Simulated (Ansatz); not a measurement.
A made-up structure of BSiH₄OF, closed shell:

```xyz
8
angstrom
B -0.2345 1.0197 -0.7176
O -0.1193 0.6389 0.3842
Si 0.2134 -0.7055 0.6042
F -1.2441 -1.3127 1.0993
H -0.0404 0.3112 -1.7869
H -0.5248 2.0674 -0.5863
H 1.2360 -0.4710 1.6596
H 0.7136 -1.5481 -0.6565
```

It is relaxed with PBE-D4/def2-SVP and then PBE0-D4/def2-TZVP (Ansatz 0.2.0). Atoms count as bonded within 1.22 times the sum of their covalent radii (H–H: 0.88 Å). The end point is not checked to be a true minimum.

(1) Does its bonding change? (A judgement: the text doesn't fix the answer.)

Answers

(1) Computed: Yes. Formed: none; broken: B1–Si3.

Where it ends: The first stage lowers the energy by 4.46 eV in 9 steps. It ends as BSiH₄OF ([BH2][O][SiH2][F]):
B1  (-0.288, 1.247, -0.902)
O2  (-0.130, 0.656, 0.304)
Si3  (0.250, -0.881, 0.738)
F4  (-1.068, -1.570, 1.298)
H5  (-0.106, 0.612, -1.907)
H6  (-0.602, 2.402, -0.925)
H7  (1.235, -0.815, 1.833)
H8  (0.709, -1.651, -0.438)
(Å)

Labels in which every atom is bracketed show which atoms are joined, not bond orders.

For scale, one of the runs: PBE0-D4/def2-TZVP relaxation, 154 basis functions, launched by `ansatz run in.yaml --threads 2 --pin off --events-out ev --progress --plain --max-ram 4352MiB`. Hardware: 2 CPU threads of an Intel Xeon Platinum 8488C, shared host. Wall time about 22 s.
